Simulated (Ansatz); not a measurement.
`[SiH3]/C=C\CCl` + `[AlH2][SeH]` → `[AlH2][Se][SiH3]` + `C=CCCl` at 600 K and 1 bar (ligand exchange at the Si–C bond).

Isolated molecules relaxed with PBE0-D4/def2-TZVP in Ansatz; ΔE leaves out vibrations. CCSD(T)/CBS adds triple-zeta CCSD(T) − MP2 to the extrapolated MP2 energy (def2 sets, frozen cores). For Se outer-core shells are correlated without core-valence functions, which leaves a few kJ/mol of doubt a bond. Scalar relativity is left out up to krypton. Each species was taken in one conformer, which may not be the lowest.

```tsv
species	CCSD(T)/CBS energy (Eh)	H − E (kJ/mol)	S (J/(mol·K))
`[SiH3]/C=C\CCl`	-867.19875	292.9	454.6
`[AlH2][SeH]`	-2644.54675	92.3	332.5
`[AlH2][Se][SiH3]`	-2934.85173	159.9	425.1
`C=CCCl`	-576.92074	232.7	363.4
```

H − E and S are ideal-gas, rigid-rotor, harmonic terms from PBE0-D4/def2-TZVP, for one conformer and one mirror image of each species. 1 Eh = 2625.50 kJ/mol, R = 8.31446 J/(mol·K).

By hand: ΔE, ΔH, ΔS and ΔG.

ΔE = (-2934.85173) + (-576.92074) − (-867.19875) − (-2644.54675) = -0.02697 Eh = -70.8 kJ/mol. Δ(H − E) = 159.9 + 232.7 − 292.9 − 92.3 = 7.4, so ΔH = -63.4 kJ/mol. ΔS = 425.1 + 363.4 − 454.6 − 332.5 = 1.4 J/(mol·K). ΔG = -63.4 − 600 × (1.4)/1000 = -64.2 kJ/mol.

By hand: the equilibrium constant, and the temperature at which ΔG would vanish if ΔH and ΔS stayed fixed.

log₁₀ K = −ΔG/(RT ln 10) = 5.6. ΔH and −TΔS have one sign here, so there is no such temperature. One of them is within its doubt of zero, so this could turn.

The number of gas molecules stays the same, so ΔS is small and ΔH decides. A doubt of 5 kJ/mol in ΔE shifts log₁₀ K by 0.4 here. Other conformers and mirror images would add mixing entropy, several J/(mol·K) or more a flexible species. Modes under 60 cm⁻¹, often nearly free rotors, make the harmonic entropy too high. These are equilibria of isolated gas molecules and say nothing of rates. Largest T1 diagnostic: 0.011 (customary marks: 0.02 for closed shells, 0.045 for open ones).
